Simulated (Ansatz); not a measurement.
A nudged elastic band was laid between two geometries of C₂H₉NSiSn (14 atoms, charge 0, multiplicity 1).

The calculation used RKS LDA/def2-SVP (Ansatz).

* movable images: 7
* climbing image: yes
* spring: 5.0 eV/Å²
* optimiser: quadratic models (default)
* start path: IDPP
* force threshold: 0.05 eV/Å
* iteration limit: 60
* end points: relaxed

Initial state:

```xyz
14
Properties=species:S:1:pos:R:3
N 0.382 1.622 0.022
C -0.712 0.700 0.171
C -0.287 -0.351 1.191
Si 1.060 -1.333 0.258
Sn -0.432 -0.533 -1.653
H 0.202 2.367 -0.661
H 0.656 2.053 0.919
H -1.715 1.145 0.392
H 0.018 0.107 2.165
H -1.120 -1.055 1.414
H 1.105 -2.796 0.634
H 2.464 -0.796 0.337
H 0.094 0.402 -3.001
H -1.727 -1.563 -2.160
```

Final state:

```xyz
14
Properties=species:S:1:pos:R:3
N 0.142 1.867 0.125
C -0.716 0.724 0.222
C -0.234 -0.406 1.151
Si 1.038 -1.342 0.082
Sn -0.556 -0.397 -1.687
H 1.100 1.614 -0.162
H 0.222 2.358 1.030
H -1.749 1.060 0.467
H 0.120 -0.023 2.138
H -1.065 -1.123 1.357
H 1.248 -2.798 0.412
H 2.393 -0.673 0.067
H -0.048 0.490 -3.071
H -1.909 -1.380 -2.101
```

Problem. Which bonds break or form, and what moves?

Solution. No bond is made or broken. The height of N1 over the plane of its neighbours goes from 0.34 to -0.37 Å.

Problem. What energy profile does the band end with?

Solution. The forces met the threshold. The highest image is number 5 of 0 to 8, 0.161 eV above the first end and 0.065 eV above the last; the last end lies 0.096 eV above the first. Beside the main top the profile has a ripple of under 15 meV (maxima at images 2, 5), which may be a very shallow well or noise. A vibrational analysis at the climbing image gives one clearly imaginary mode, 252i cm⁻¹: a first-order saddle point.

```tsv
image	path coordinate (Å)	energy (eV)	height of N1 over the plane of its neighbours (Å)
0	0.00	0.000	0.34
1	0.52	0.061	0.24
2	1.04	0.063	-0.23
3	1.56	0.052	-0.31
4	2.08	0.128	-0.28
5	2.60	0.161	-0.30
6	2.98	0.143	-0.34
7	3.36	0.111	-0.36
8	3.75	0.096	-0.37
```

Problem. What is the geometry of the highest image?

Solution. 
```xyz
14
Properties=species:S:1:pos:R:3:forces:R:3
N 0.137 1.808 0.184 -0.01 0.00 0.00
C -0.782 0.705 0.255 0.00 0.00 0.00
C -0.276 -0.398 1.191 0.00 0.00 0.00
Si 1.066 -1.260 0.148 0.00 0.00 0.00
Sn -0.551 -0.414 -1.644 0.00 0.00 0.00
H 0.665 1.928 -0.687 0.00 0.00 0.00
H 0.780 1.853 0.984 0.00 0.00 0.00
H -1.818 1.032 0.513 0.00 0.00 0.00
H 0.038 0.007 2.184 0.00 0.00 0.00
H -1.072 -1.153 1.396 0.00 0.00 0.00
H 1.287 -2.722 0.445 0.00 0.00 0.00
H 2.414 -0.583 0.163 0.00 0.00 0.00
H -0.065 0.608 -2.946 0.00 0.00 0.00
H -1.835 -1.440 -2.159 0.00 0.00 0.00
```

The band took 24 iterations and of the order of 9 core-minutes.

Time of the run: 4.9 min on 2 threads of Arm Neoverse V2, with other jobs on the host, peak memory 0.18 GiB.
